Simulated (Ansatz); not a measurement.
```yaml
crystal:
  periodic: [false, false, false]
  atoms:
    - {symbol: N, position_ang: [-0.734070, 0.872081, 1.039555]}
    - {symbol: Al, position_ang: [0.355096, -0.038340, 0.008942]}
    - {symbol: F, position_ang: [1.973653, 0.033174, 0.313266]}
    - {symbol: Te, position_ang: [-0.469086, -1.446704, -1.910082]}
    - {symbol: H, position_ang: [-0.434458, 1.438300, 1.816689]}
    - {symbol: H, position_ang: [-1.734790, 0.906511, 0.940514]}
    - {symbol: H, position_ang: [1.104954, -1.832923, -2.254484]}
basis:
  gaussian: {orbitals: STO-3G, fitting: {mean_field: cc-pVTZ-jkfit}}
magnetization: {spin_polarized: true, initial_magnetization: 0}
hamiltonian: {xc: {name: B3LYP5}}
scf: {lower_state_search: off}
output: {forces: true}
```

```sh
$ ansatz run in.yaml --threads 2 --pin off --events-out ev --progress --plain --max-ram 4352MiB
```

(1) How does Ansatz answer? (Estimate.)

## Answers

(1) The calculation gave: The program refused the input.
```
Functional definition: B3LYP5
Error: <dir> the basis set cc-pVTZ-JKFIT has no functions for Te
```

B3LYP here is the variant with VWN-RPA as its local correlation; programs differ in this.
